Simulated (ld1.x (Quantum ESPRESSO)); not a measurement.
The numbers below are computed, except where a source is named.
# Potentials for P compared

Generated with ld1.x 7.5 (TM, RRKJ, ultrasoft, PAW), atompaw 4.2 or ONCVPSP 4.0.1. The cutoff is in Ry: for ld1.x and atompaw files where the sum of valence levels is converged to 10 mRy in a Bessel basis, for ONCV files where the hardest occupied wave has 1 mHa per electron of residual kinetic energy. The error is the largest all-electron minus pseudo excitation energy over each file’s own four to seven test configurations (ionisations up to +4, promotions, holes and added fractions of an electron), all of which were solved. The labels leave out finer settings (local radius, basis sizes, second energies), which also bear on the numbers. Spin-polarised tests are not counted. The rows are a selection from randomly drawn settings: files with unsolved tests, undetermined cutoffs or missed reference levels are left out.

| potential | cutoff (Ry) | largest error (meV) | bound ghosts |
| --- | --- | --- | --- |
| TM, Wu–Cohen, scalar-relativistic, rc 1.30/1.55 (sp), local smoothed, core correction yes, reference 3s2 3p3 | 35 | +202 | none |
| PAW, PBE, scalar-relativistic, rc 1.55/1.60 (sp), local smoothed, core correction yes, reference 3s2 3p1.5 | 15 | -95 | none |
| ultrasoft, PBE, scalar-relativistic, rc 1.50/1.40/1.05 (spd), local smoothed, core correction yes, reference 3s2 3p1 | 15 | +13 | none |
| TM, LDA (PZ), non-relativistic, rc 1.60/1.30 (sp), local s, core correction no, reference 3s2 3p2 | 50 | +412 | none |
| TM, PBEsol, scalar-relativistic, rc 1.70/1.55 (sp), local s, core correction yes, reference 3s2 3p3 | 21 | +60 | none |

Fill in the row for P: ultrasoft, PBE, scalar-relativistic, rc 1.75/2.00/1.80 (spd), local smoothed, core correction yes, reference 3s2 3p1.

cutoff 15 Ry, largest error +121 meV, bound ghosts: none.

Fill in the row for P: PAW, PBE, scalar-relativistic, rc 1.60/1.50/1.35 (spd), local smoothed, core correction yes, reference 3s2 3p3.

cutoff 12 Ry, largest error -128 meV, bound ghosts: none.

Fill in the row for P: TM, PBE, scalar-relativistic, rc 1.70/1.40 (sp), local p, core correction yes, reference 3s2 3p2.75.

cutoff 40 Ry, largest error +80 meV, bound ghosts: none.
